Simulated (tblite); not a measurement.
Compound: C5H15OPSi.
Atom-mapped SMILES: `[CH3:1][CH2:2][CH2:3][CH2:4][Si@H:5]([PH2:6])[O:7][CH3:8]` (hydrogens: H9, H10, H11 on C1; H12, H13 on C2; H14, H15 on C3; H16, H17 on C4; H18 on Si5; H19, H20 on P6; H21, H22, H23 on C8)

Computed with GFN2-xTB (tblite), gas phase: L-BFGS steps from a force-field or distance-geometry start until the largest atomic force falls under 0.01 eV/Å.

Step 28: E = -726.5486 eV
```
atom  x, y, z in Å  |  force x, y, z in eV/Å
C1     -3.6059    0.1464    0.2048    0.054  -0.041   0.026
C2     -2.3886   -0.1850   -0.6685    0.110   0.029   0.039
C3     -1.0530   -0.1501    0.0906    0.091  -0.018  -0.104
C4      0.1078   -0.4445   -0.8697   -0.030  -0.058  -0.018
Si5     1.8991   -0.4262   -0.1769   -0.144  -0.056   0.027
P6      2.2793   -2.2880    1.0020   -0.074  -0.054   0.063
O7      2.2781    0.6940    0.9358    0.023   0.045  -0.100
C8      2.4955    2.0657    0.7706   -0.014   0.029  -0.010
H9     -4.1830   -0.7457    0.4277   -0.010  -0.050   0.030
H10    -3.2945    0.5798    1.1508    0.026   0.073   0.016
H11    -4.2651    0.8561   -0.2914    0.026  -0.051   0.010
H12    -2.3295    0.5386   -1.4864    0.028  -0.047   0.005
H13    -2.5096   -1.1763   -1.1159    0.000   0.104   0.009
H14    -0.9204    0.8421    0.5375   -0.006  -0.142  -0.007
H15    -1.0536   -0.8970    0.8932   -0.026   0.154  -0.082
H16     0.0326    0.2299   -1.7288    0.021   0.015   0.107
H17    -0.0426   -1.4503   -1.2714   -0.042   0.010  -0.047
H18     2.7696   -0.2975   -1.3539    0.084   0.074  -0.091
H19     3.6347   -2.0689    1.1346    0.065   0.025   0.037
H20     2.4745   -3.0957   -0.1059   -0.076   0.057   0.005
H21     2.7210    2.4793    1.7544   -0.006   0.033  -0.044
H22     1.6153    2.5611    0.3573   -0.072  -0.025   0.046
H23     3.3335    2.2590    0.0927   -0.026  -0.106   0.084
```

Step 29: E = -726.5549 eV
```
atom  x, y, z in Å  |  force x, y, z in eV/Å
C1     -3.5959    0.1454    0.2069   -0.008  -0.016   0.089
C2     -2.3836   -0.1835   -0.6690    0.068   0.019   0.002
C3     -1.0472   -0.1540    0.0851    0.075  -0.012  -0.100
C4      0.1083   -0.4464   -0.8794    0.028  -0.059  -0.021
Si5     1.9024   -0.4283   -0.1904   -0.118  -0.031  -0.003
P6      2.2651   -2.2794    1.0134   -0.021  -0.021   0.034
O7      2.2931    0.6938    0.9171    0.011  -0.021  -0.106
C8      2.4925    2.0697    0.7742   -0.039   0.012  -0.014
H9     -4.1655   -0.7467    0.4452   -0.014  -0.083   0.024
H10    -3.2784    0.5872    1.1450    0.038   0.104   0.081
H11    -4.2682    0.8480   -0.2819    0.043  -0.052  -0.033
H12    -2.3265    0.5414   -1.4831    0.038   0.009  -0.045
H13    -2.5115   -1.1699   -1.1207    0.013   0.037  -0.014
H14    -0.9152    0.8357    0.5351    0.014  -0.113   0.010
H15    -1.0469   -0.9041    0.8837   -0.019   0.140  -0.059
H16     0.0354    0.2288   -1.7385   -0.001   0.012   0.117
H17    -0.0467   -1.4515   -1.2805   -0.024   0.008  -0.057
H18     2.7657   -0.2970   -1.3774    0.054   0.045  -0.030
H19     3.6247   -2.0673    1.1464    0.009   0.001   0.018
H20     2.4501   -3.1070   -0.0832   -0.060   0.074   0.022
H21     2.7088    2.4649    1.7669   -0.002   0.073  -0.034
H22     1.6069    2.5582    0.3658   -0.093  -0.006   0.051
H23     3.3278    2.2889    0.1024    0.009  -0.123   0.068
```

**Question.** Estimate the geometry and energy of step 30. (The exact step hangs on the optimiser's Hessian estimate; all steps are aligned on step 29, rigid shifts and turns removed.)

**Answer.** E = -726.5602 eV, largest force 0.156 eV/Å
```
atom  x, y, z in Å  |  force x, y, z in eV/Å
C1     -3.5871    0.1441    0.2104   -0.035   0.005   0.123
C2     -2.3781   -0.1817   -0.6694   -0.003   0.013  -0.032
C3     -1.0408   -0.1574    0.0785    0.030  -0.004  -0.066
C4      0.1093   -0.4488   -0.8882    0.065  -0.053  -0.024
Si5     1.9034   -0.4309   -0.2022   -0.040  -0.011  -0.034
P6      2.2526   -2.2726    1.0240    0.028   0.025   0.008
O7      2.3056    0.6935    0.8992   -0.007  -0.064  -0.085
C8      2.4887    2.0731    0.7771   -0.060  -0.016  -0.013
H9     -4.1505   -0.7490    0.4608    0.006  -0.082   0.021
H10    -3.2638    0.5956    1.1414    0.033   0.107   0.109
H11    -4.2696    0.8398   -0.2743    0.056  -0.056  -0.057
H12    -2.3232    0.5438   -1.4812    0.038   0.057  -0.073
H13    -2.5126   -1.1635   -1.1252    0.023  -0.026  -0.033
H14    -0.9106    0.8282    0.5335    0.044  -0.049   0.020
H15    -1.0415   -0.9074    0.8744   -0.009   0.081  -0.015
H16     0.0374    0.2284   -1.7446   -0.012   0.023   0.092
H17    -0.0505   -1.4525   -1.2892   -0.011  -0.009  -0.074
H18     2.7629   -0.2950   -1.3980    0.012   0.013   0.041
H19     3.6161   -2.0662    1.1567   -0.046  -0.018   0.003
H20     2.4285   -3.1156   -0.0631   -0.045   0.080   0.028
H21     2.6984    2.4543    1.7763   -0.005   0.088  -0.025
H22     1.5978    2.5556    0.3741   -0.096   0.007   0.047
H23     3.3229    2.3112    0.1121    0.033  -0.114   0.039
```

The energy changes by -0.0053 eV. The first-order estimate −F·Δx gives -0.0074 eV and the mean of the old and new forces, exact on a quadratic surface, -0.0054 eV. The step makes an angle of 77° with the force vector and moves no atom by more than 0.031 Å.

What follows is the cost of the whole relaxation. The run took 1.7 s wall on one thread, Arm Neoverse V1 (aarch64), shared host with 64 logical CPUs at a one-minute load of 37.
